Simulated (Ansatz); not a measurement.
Ga₆N₇H₂₀, a cluster cut from zinc blende GaN (hydrogen-capped). Charge 0, multiplicity 2. Geometry r2SCAN-D4/def2-SVP, that of the charge +1 singlet; atoms count from 1.

```xyz
33

N    -1.596   -0.348   -2.394
N     2.858   -0.665    1.643
N    -1.191   -1.578    0.429
N     1.259   -0.509   -1.068
N    -0.214    2.239   -1.437
N     0.179    0.980    1.412
N    -2.668    1.129    0.068
Ga    2.495   -1.745   -0.009
Ga   -0.330   -1.557   -1.361
Ga   -2.000    1.475   -1.756
Ga    1.292   -0.083    2.756
Ga   -1.539    0.109    1.416
Ga    1.121    1.245   -0.259
H    -2.475   -0.858   -2.539
H    -1.217   -0.286   -3.346
H     3.503    0.111    1.458
H     3.399   -1.289    2.254
H    -2.030   -2.167    0.417
H    -0.537   -2.104    1.028
H     1.765   -0.407   -1.955
H     0.244    2.413   -2.339
H    -0.316    3.185   -1.051
H     0.097    1.892    1.874
H    -3.585    0.671    0.011
H    -2.897    2.027    0.510
H     1.535   -2.900    0.471
H     3.799   -1.932   -0.840
H    -0.267   -2.921   -2.095
H    -2.942    2.307   -2.665
H     0.447   -1.397    2.975
H     1.748    0.902    3.873
H    -2.364   -0.031    2.721
H     2.426    2.095   -0.202
```

Single mean-field runs in def2-TZVP are fitted with def2-universal-jkfit.

**Question.** Estimate the Mulliken populations of the heavy atoms from the PBE0/def2-TZVP orbitals of Ansatz.

**Answer.** 
```tsv
atom	charge (e)	spin (α − β)
N1	-0.37	-0.14
N2	-0.58	0.00
N3	-0.47	-0.02
N4	-0.43	0.00
N5	-0.40	-0.11
N6	-0.43	0.00
N7	-0.37	-0.14
Ga8	0.22	0.05
Ga9	0.25	0.07
Ga10	0.42	-0.04
Ga11	0.22	0.05
Ga12	0.25	0.07
Ga13	0.22	0.06
```
Mulliken values depend strongly on the basis.

**Question.** Where does the spin sit?

**Answer.** Summed by element: N -0.41, Ga 0.25, H 1.16, of 1 unpaired in all. Largest on single atoms: H24 0.16, H14 0.16, H15 0.14.

**Question.** And the Mayer bond orders between heavy atoms (over 0.3)?

**Answer.** N1–Ga9 0.62 (2.03 Å); N1–Ga10 0.73 (1.97 Å); N2–Ga8 0.67 (2.01 Å); N2–Ga11 0.67 (2.01 Å); N3–Ga9 0.73 (1.99 Å); N3–Ga12 0.73 (1.99 Å); N4–Ga8 0.66 (2.04 Å); N4–Ga9 0.85 (1.93 Å); N4–Ga13 0.84 (1.94 Å); N5–Ga10 0.74 (1.97 Å); N5–Ga13 0.63 (2.04 Å); N6–Ga11 0.66 (2.04 Å); N6–Ga12 0.85 (1.93 Å); N6–Ga13 0.84 (1.94 Å); N7–Ga10 0.73 (1.97 Å); N7–Ga12 0.62 (2.03 Å).
